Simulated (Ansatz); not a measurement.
Two spin states of LuH, each at its own minimum; 2S+1 = 1, 3 were tried, and our sources give no spin for the ground state. No spin–orbit coupling.

Each state is the lowest solution found for its spin in def2 and cc sets. The singlet is a restricted closed-shell determinant, which can mix singlet states where a π or δ shell is part-filled.

Correlated levels freeze the inner cores; with def2 sets outer-core shells near the valence are correlated too.

Programs: Ansatz (Gaussian basis) for Hartree–Fock, density functionals and correlated methods.  In def2 rows elements past Kr take small-core potentials, without spin–orbit coupling.

PBE/def2-TZVPP gives 1.188 eV for the energy of the multiplicity-3 state above the multiplicity-1 state.

Q: Where do these levels fall relative to PBE: PBE0/def2-TZVPP, wB97X-V/def2-TZVPP, CCSD(T)/def2-TZVPP.

A: PBE0/def2-TZVPP 0.008; wB97X-V/def2-TZVPP 0.314; CCSD(T)/def2-TZVPP 0.466 eV. 3 of 3 lie above PBE; the widest gap is to CCSD(T)/def2-TZVPP.

Doubts at one or more of the structures used: a restricted determinant that unrestricted orbitals would lower (CCSD(T)/def2-TZVPP).

Ansatz is a quantum-chemistry and plane-wave program.
